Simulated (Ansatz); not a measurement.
Process, species as SMILES: N[Si](Br)(Br)Br + H+ -> [NH3+][Si](Br)(Br)Br
Geometries: B3LYP-D3(BJ)/def2-TZVP minima from Ansatz (a first-principles code), one conformer each, not searched for the lowest.

Quantity: proton affinity (electronic energy difference), positive where the reaction releases energy, in eV. Correlated levels leave the core frozen unless marked. Spin-orbit coupling is left out. The frozen core is the preceding noble-gas configuration, with the filled d and f shells of earlier blocks. No relativistic terms. CBS marks a two-point X^-3 extrapolation of the correlation energy; Hartree-Fock from the larger set. [CCSD(T)-MP2]/basis is that difference in the basis named.

| level | program | proton affinity (eV) |
|---|---|---|
| HF/def2-TZVPP | Ansatz | 9.00 |
| PBE/def2-TZVPD | Ansatz | 9.02 |
| PBE-D4/def2-TZVPD | Ansatz + dftd4 | 9.03 |
| r2SCAN/def2-TZVPD | Ansatz | 9.01 |
| B97M-V/def2-TZVPD | Ansatz | 9.03 |
| PBE0-D4/def2-TZVP | Ansatz + dftd4 | 9.05 |
| PBE0-D4/def2-TZVPD | Ansatz + dftd4 | 9.04 |
| r2SCANh-D4/def2-TZVPD | Ansatz + dftd4 | 9.00 |
| r2SCAN0-D4/def2-TZVPD | Ansatz + dftd4 | 8.99 |
| r2SCAN0/def2-TZVPD | Ansatz | 8.98 |
| HSE06-D4/def2-TZVPD | Ansatz + dftd4 | 9.03 |
| CAM-B3LYP-D4/def2-TZVPD | Ansatz + dftd4 | 8.89 |
| wB97M-V/def2-TZVPD | Ansatz | 8.86 |
| B2GP-PLYP-D3(BJ)/def2-TZVPD | Ansatz + dftd3 | 8.96 |
| RI-MP2/CBS(def2-TZVPP,def2-QZVPP) | Ansatz | 8.92 |
| SCS-MP2/def2-SVP | Ansatz | 9.24 |
| CCSD/6-31G* | Ansatz | 8.99 |
| CCSD(T)/6-31G | Ansatz | 8.98 |
| CCSD(T)/def2-SVP | Ansatz | 9.30 |
| RI-MP2/CBS(def2-TZVPP,def2-QZVPP)+[CCSD(T)-MP2]/def2-QZVPP | Ansatz | 8.98 |
| CCSD(T)/CBS(def2-TZVPP,def2-QZVPP) | Ansatz | 8.97 |
